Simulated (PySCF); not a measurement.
PySCF 2.14 output of an unrestricted wB97X-V calculation on a single atom or ion in def2-TZVPPD (6s6p4d2f1g, 67 functions), with the non-relativistic Hamiltonian (point nucleus):

```
SCF conv_tol = 1e-09
number electrons alpha = 14  beta = 9
    N. Mardirossian and M. Head-Gordon.,  Phys. Chem. Chem. Phys. 16, 9904-9924 (2014)
cycle= 1 E= -1043.96515528533  delta_E= -0.00656  |g|= 0.0215  |ddm|= 0.122
cycle= 2 E= -1043.96534806818  delta_E= -0.000193  |g|= 0.00773  |ddm|= 0.0477
cycle= 3 E= -1043.96537267179  delta_E= -2.46e-05  |g|= 0.00396  |ddm|= 0.0144
cycle= 4 E= -1043.96537858745  delta_E= -5.92e-06  |g|= 0.000336  |ddm|= 0.0106
cycle= 5 E= -1043.96537886234  delta_E= -2.75e-07  |g|= 4.95e-05  |ddm|= 0.00387
cycle= 6 E= -1043.9653788682  delta_E= -5.86e-09  |g|= 3.79e-06  |ddm|= 0.000674
cycle= 7 E= -1043.96537886822  delta_E= -2.21e-11  |g|= 4.98e-07  |ddm|= 3.34e-05
converged SCF energy = -1043.96537886822  <S^2> = 8.7503536  2S+1 = 6.0001179
```

The run itself started from symmetry-adapted Hartree-Fock orbitals and held the occupation by maximum overlap, on a logarithmic radial grid, so the iterations belong to that start.

Which element, charge and spin multiplicity is this?

Cr⁺ (chromium, charge +1), multiplicity 6; the state was [Ar] 3d4 4s1, high-spin 6D determinant (an excited configuration).
